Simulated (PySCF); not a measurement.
# GeCl⁺ at PBE0

Level: PBE0. PySCF, scalar-relativistic core potentials, basis sets Ge cc-pVTZ-PP with ECP10, Cl cc-pV(T+d)Z.

```json
{
  "state": "¹Σ⁺ (singlet), closed shell",
  "bond length": "2.061 Å",
  "harmonic wavenumber": "506 cm⁻¹",
  "force constant": "3.59 mdyn/Å",
  "rotational constant Be": "0.1672 cm⁻¹",
  "anharmonicity ωexe": "1.33 cm⁻¹",
  "vibration–rotation constant αe": "0.000671 cm⁻¹",
  "well depth De to Ge⁺ + Cl": "4.67 eV",
  "dissociation energy D0": "4.64 eV",
  "HOMO–LUMO gap": "6.68 eV",
  "bond order (Mayer)": "1.62",
  "dipole moment (positive dipole points towards Cl; it is taken about the centre of mass and depends on that origin)": "-2.09 D"
}
```

For an ion De counts to the pair picked by the measured ionisation energies or electron affinities, which need not be the lowest pair at this level.
